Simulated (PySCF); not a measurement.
**GeBr: energy against distance**

Set-up: Ge def2-TZVPPD, Br def2-TZVPPD; no relativity (PySCF 2.14). Energies in eV from Ge + Br in their ground configurations at the same level. State: ²Π (doublet), unpaired electrons π ↑.

```tsv
R (Å)	PBE	r²SCAN
2.006	-2.791	-2.819
2.099	-3.387	-3.388
2.192	-3.718	-3.692
2.262	-3.841	-3.795
2.332	-3.885	-3.821
2.402	-3.870	-3.789
2.495	-3.783	-3.680
2.612	-3.603	-3.473
2.752	-3.326	-3.169
2.938	-2.918	-2.729
```

Problem. Put a parabola through the three lowest points of the PBE curve and estimate Re, k and ωe (reduced mass 38.17 u; 1 eV/Å² = 0.16022 mdyn/Å; ωe = 1302.8·√(k/μ) cm⁻¹).

Solution. Through R = 2.262, 2.332, 2.402 Å the second-order coefficient is 6.02 eV/Å², so Re ≈ 2.349 Å, k ≈ 1.93 mdyn/Å and ωe ≈ 293 cm⁻¹. A polynomial fit of higher order to the unrounded PBE energies gives Re = 2.347 Å, k = 1.82 mdyn/Å, ωe = 285 cm⁻¹; anharmonicity and rounding make the difference.

The higher-order fit for each curve: PBE: Re = 2.347 Å, ωe = 285 cm⁻¹, De = 3.89 eV; r²SCAN: Re = 2.325 Å, ωe = 295 cm⁻¹, De = 3.82 eV.

Spin–orbit coupling is left out. The state is the lowest determinant that a PBE0 search found; another state may lie lower at other levels.
